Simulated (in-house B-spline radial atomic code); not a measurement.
# Solving the quasi-particle equation for 5p up of neutral antimony

Configuration [Kr] 4d10 5s2 5p3, highest spin, start PBE; correlation leaves out the 7 deepest shells, empty levels kept to 600 hartree. Computed with an all-electron radial atomic-structure program (B-spline basis): all electrons, scalar-relativistic (spin-free one-electron X2C), finite nucleus, each spin shell either full or empty, empty states to l = 9 with an (l + 1/2)⁻⁴ tail; G0W0 by contour deformation at full frequency.

Spin-orbit coupling, left out, splits p levels strongly here.

Spin-orbit coupling splits this shell strongly; the level is its average.

At the mean-field level ε = -5.468 eV the matrix elements are Σx = -14.771 eV, v_xc = -11.304 eV and Σc(ε) = -0.521 eV, and the slope of the correlation self-energy is dΣc/dω = -0.1270. The quasi-particle energy solves E = ε + Σx − v_xc + Σc(E).

Problem. What does the linearised equation give?

Solution. Z = 1/(1 − dΣc/dω) = 1/1.1270 = 0.8873. The first-order shift is Σx − v_xc + Σc(ε) = -14.771 − (-11.304) + (-0.521) = -3.988 eV, so E ≈ ε + Z × shift = -5.468 + 0.8873 × (-3.988) = -9.007 eV.

Problem. How does that compare with the full solution and with static screening?

Solution. Solving the equation at full frequency dependence gives E = -8.867 eV, where Σc = 0.068 eV and the weight is 0.793; the linearised value is off by 139 meV; so low a weight means that a satellite takes much of the strength. Leaving Z out would give -9.456 eV. Static COHSEX puts -1.962 eV in place of Σc and gives -10.897 eV, 2.03 eV deeper. The tabulated removal energy is 8.608 eV (NIST, measured); the run leaves out spin-orbit coupling, Breit and QED terms.
